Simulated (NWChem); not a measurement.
## Correlation energy of H$_{2}$BO$_{2}$

```
B
O 1 1.3467
H 2 0.9746 1 115.61
O 1 1.3467 2 129.07 3 0.00
H 4 0.9746 1 115.61 2 0.00
```
Charge 0, spin multiplicity 2.

The numbers come from NWChem runs, not from measurements. The geometry was optimised at UB3LYP/def2-SVP, a minimum by its harmonic frequencies. It is one conformer; others weren't searched.

Basis set: cc-pVDZ. Each correlation energy counts from its own Hartree-Fock reference.

```
method           correlation energy (mHa)
---------------  ------------------------
CCSD(T) on UHF                     -461.9
URI-MP2                            -436.7
CCSD on UHF                        -451.2
CCSD[T] on UHF                     -462.8
CCSD[T] on ROHF                    -463.9
CCSD(T) on ROHF                    -463.0
SCS-UMP2                           -421.7
UMP2                               -436.7
CCSD on ROHF                       -452.2
```

The values span 42.3 mHa, from CCSD[T] on ROHF (lowest) to SCS-UMP2 (highest). 

The correlated methods keep 3 core orbitals frozen. The structure started from a generated list of species. The unpaired electrons of the parent sit in orbitals of symmetry a1 (C2v labels of the run); other states weren't searched. No SCF solution was tested for a lower state. Open-shell Hartree-Fock references start from PBE0 orbitals. No row is a measurement; the coupled-cluster row has its own basis-set and correlation limits.
